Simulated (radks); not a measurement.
Excited configurations of Li III: one electron is placed in a higher orbital outside the bare nucleus. The ground configuration is 1s1. Method: scalar-relativistic Kohn-Sham, BLYP, spin-polarised, spherical densities, finite nucleus; open shells are filled with parallel spins first; Fermi nuclear charge, rms radius 2.444 fm; computed with a radial shooting solver on a logarithmic mesh with Libxc functionals. Excitation = E - E(ground); binding = E(ion) - E, where the ion is the core of charge +3; n* = 3/sqrt(2 binding) in atomic units, and the quantum defect is n - n*.

outer orbital  excitation (eV)  binding (eV)  quantum defect  eigenvalue (eV)  <r> (bohr)
2p                      91.761        30.498          -0.004          -25.075       1.669
3d                      108.62        13.638           0.004          -11.064       3.474
4p                      114.14         8.121           0.117           -6.954       7.325
4f                      114.52         7.736           0.021           -6.231       5.906
6f                      118.56         3.697           0.245           -3.137       15.14

The Delta-SCF ionisation energy is 122.26 eV (NIST Atomic Spectra Database: 122.45 eV, theoretical). Self-interaction in the functional shifts the binding energies and quantum defects, so they are the method's values and not measured ones.
